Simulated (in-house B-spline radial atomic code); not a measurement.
# Ionising the chromium ion Cr³⁺ with different functionals

Computed with an all-electron radial atomic-structure program (B-spline basis): scalar-relativistic (spin-free X2C) Hamiltonian, Fermi nucleus of rms radius 3.6452 fm, spin-polarised at highest spin, spherical fractional occupations for the functionals, the average over the highest-spin determinants for Hartree-Fock. The ionisation energy is the difference of two self-consistent energies, [Ar] 3d3 → [Ar] 3d2, without Breit or QED terms; ε is the level of the shell that loses the electron (its least bound occupied spin orbital).

Hybrids are left out here: with spherical fractional occupations of an open shell their exact exchange keeps a self-interaction that integer-occupation calculations don't have.

```
           method          rung  ΔSCF (eV)  -ε(3d) (eV)
     Hartree-Fock  Hartree-Fock      48.10        49.73
         LDA VWN5           LDA      49.78        40.62
         LDA PW92           LDA      49.77        40.61
LDA exchange-only           LDA      48.27        39.21
              PBE           GGA          ?            ?
           PBEsol           GGA      49.53        40.39
             BLYP           GGA      49.47        40.30
             RPBE           GGA      49.49        40.34
             PW91           GGA      49.67        40.52
             BP86           GGA      49.58        40.43
             AM05           GGA      49.53        40.38
             OLYP           GGA      49.82        40.61
             TPSS      meta-GGA      49.41        40.27
             SCAN      meta-GGA          ?            ?
           r2SCAN      meta-GGA      49.59        40.52
          revTPSS      meta-GGA      49.30        40.17
```

Question: What does PBE give?

Answer: ΔSCF 49.56 eV, and -ε(3d) = 40.42 eV.

Question: What does SCAN give?

Answer: ΔSCF 49.53 eV, and -ε(3d) = 40.47 eV.

Question: How do they compare with the NIST value?

Answer: NIST lists 49.16 eV ± 0.05 (semi-empirical, ground level to ground level). Errors run from -1.06 to +0.66 eV; revTPSS is closest (+0.14 eV), but part of that can be cancellation, since the calculations leave out spin-orbit coupling, Breit-QED terms, multiplet and fine-structure energies. Hartree-Fock also lacks correlation.
